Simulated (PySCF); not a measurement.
Gas-phase reaction: 2 SiH3I ⇌ SiI2 + SiH3 + 3 H

Computed with PySCF and rigid-rotor harmonic-oscillator thermochemistry at 1 bar. The comparison is the NASA 1993 polynomial table, which mixes measured and estimated data. After a fit of one offset per element over all species, the range-separated, M06-2X, PBE0/def2-QZVP and CCSD(T)/def2-TZVPP enthalpies, where run, lie to one side of the table for SiH3 (-20 kJ/mol): a fault of the table's entry, another state or a shared error of the levels is possible; this was not checked at source. † marks an energy on the PBE0/def2-TZVP geometry and frequencies; other levels use their own. Open shells (unrestricted): SiH3 (multiplicity 2), H (multiplicity 2); the rest are closed-shell singlets. I: scalar-relativistic def2 core potential, no spin-orbit coupling. The table's entry may be an old estimate for SiH3I, SiI2, SiH3 (not checked at source).

ωB97M-V/def2-TZVP† gives ΔH°(298 K) = 954.7 kJ.

### Question
What does PBE0/def2-TZVP give, and where does the table lie?

### Answer
PBE0/def2-TZVP: 920.8 kJ. Table: 960.0 kJ.
